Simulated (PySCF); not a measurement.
# Bond curve of GaO⁺

Set-up: basis Ga x2c-SVPall, O x2c-SVPall; spin-free X2C with a Gaussian nucleus; PySCF 2.14. Energies in eV from Ga⁺ + O in their ground configurations at the same level. All curves are PBE0. state 1: ³Σ⁻ (triplet), unpaired electrons π ↑↑; state 2: triplet, unpaired electrons σ ↑, π ↑, a second solution, started from another occupation; state 3: Ms = 0 determinant of mixed spin (⟨S²⟩ near 1.0), unpaired electrons σ ↓, π ↑, a second solution, started from another occupation.

```json
{"R (Å)": "2.319", "state 1": "-0.2651", "state 2": "-0.1859", "state 3": "0.4705"}
{"R (Å)": "2.426", "state 1": "-0.3423", "state 2": "-0.1581", "state 3": "0.5378"}
{"R (Å)": "2.534", "state 1": "-0.3815", "state 2": "-0.1361", "state 3": "0.5864"}
{"R (Å)": "2.615", "state 1": "-0.3937", "state 2": "-0.1223", "state 3": "0.6141"}
{"R (Å)": "2.696", "state 1": "-0.3956", "state 2": "-0.1100", "state 3": "0.6364"}
{"R (Å)": "2.777", "state 1": "-0.3900", "state 2": "-0.0988", "state 3": "0.6548"}
{"R (Å)": "2.885", "state 1": "-0.3748", "state 2": "-0.0852", "state 3": "0.6749"}
{"R (Å)": "3.019", "state 1": "-0.3484", "state 2": "-0.0702", "state 3": "0.6952"}
{"R (Å)": "3.181", "state 1": "-0.3117", "state 2": "-0.0546", "state 3": "0.7146"}
{"R (Å)": "3.397", "state 1": "-0.2617", "state 2": "-0.0378", "state 3": "0.7344"}
```

Task: Put a parabola through the three lowest points of the state 1 curve and estimate Re, k and ωe (reduced mass 12.98 u; 1 eV/Å² = 0.16022 mdyn/Å; ωe = 1302.8·√(k/μ) cm⁻¹).

Result: Through R = 2.615, 2.696, 2.777 Å the second-order coefficient is 0.572 eV/Å², so Re ≈ 2.676 Å, k ≈ 0.183 mdyn/Å and ωe ≈ 155 cm⁻¹. A polynomial fit of higher order to the unrounded PBE0 energies gives Re = 2.672 Å, k = 0.199 mdyn/Å, ωe = 161 cm⁻¹; anharmonicity and rounding make the difference.

The higher-order fit for each curve: state 1: Re = 2.672 Å, ωe = 161 cm⁻¹, De = 0.396 eV. State 2 gave no clean fit. State 3 gave no clean fit.

The bond is weak. Basis-set superposition, not corrected here, can be much of De in a small basis, most of all at correlated wavefunction levels. Spin–orbit coupling is left out. For an ion De counts to the pair picked by the measured ionisation energies or electron affinities, which need not be the lowest pair at this level. The state is the lowest determinant that a PBE0 search found; another state may lie lower at other levels.
